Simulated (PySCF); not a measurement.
PySCF 2.14 output of an unrestricted PBEsol calculation on a single atom or ion in x2c-QZVPPall (13s8p7d4f2g, 118 functions), with the spin-free X2C one-electron Hamiltonian (Gaussian nucleus):

```
SCF conv_tol = 1e-09
number electrons alpha = 24  beta = 18
    J. P. Perdew, A. Ruzsinszky, G. I. Csonka, O. A. Vydrov, G. E. Scuseria, L. A. Constantin, X. Zhou, and K. Burke.,  Phys. Rev. Lett. 100, 136406 (2008)
    J. P. Perdew, A. Ruzsinszky, G. I. Csonka, O. A. Vydrov, G. E. Scuseria, L. A. Constantin, X. Zhou, and K. Burke.,  Phys. Rev. Lett. 100, 136406 (2008)
cycle= 1 E= -4526.34476721892  delta_E= -0.0254  |g|= 0.0604  |ddm|= 0.242
cycle= 2 E= -4526.34489504766  delta_E= -0.000128  |g|= 0.0257  |ddm|= 0.0273
cycle= 3 E= -4526.34491963987  delta_E= -2.46e-05  |g|= 0.00313  |ddm|= 0.00665
cycle= 4 E= -4526.34492114559  delta_E= -1.51e-06  |g|= 0.000748  |ddm|= 0.00246
cycle= 5 E= -4526.34492125648  delta_E= -1.11e-07  |g|= 3.27e-05  |ddm|= 0.00047
cycle= 6 E= -4526.34492125679  delta_E= -3.04e-10  |g|= 3.27e-06  |ddm|= 5.21e-05
converged SCF energy = -4526.34492125679  <S^2> = 12.000278  2S+1 = 7.0000794
```

The run itself started from symmetry-adapted Hartree-Fock orbitals and held the occupation by maximum overlap, on a logarithmic radial grid, so the iterations belong to that start.

Which element, charge and spin multiplicity is this?

Ru(2+) (ruthenium, charge +2), multiplicity 7; the state was [Kr] 4d5 5p1, high-spin 7P determinant (an excited configuration).
